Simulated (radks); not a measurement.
Task: These are the eigenvalues of the occupied orbitals of an atom or ion with whole-number occupations (eV). Method: scalar-relativistic Kohn-Sham, LDA (Slater exchange, VWN5 correlation), spin-polarised, spherical densities, finite nucleus; Fermi nuclear charge, rms radius of each element as measured or else 0.836 A^(1/3) + 0.57 fm; computed with a radial shooting solver on a logarithmic mesh with Libxc functionals.

orbital  eigenvalue
1s up     -1039.427

Which element is it, and in what charge state? The configuration may be excited. Open shells, if any, are filled with parallel spins first.

Result: Z = 9, fluorine, charge +8: F8+ in 1s1. The 1s level, -38.198 hartree, gives Z - s = 8.7 by -(Z - s)^2/2, which with screening and relativity narrows Z to a few neighbours, and with so few levels the electron count can be read from the list.
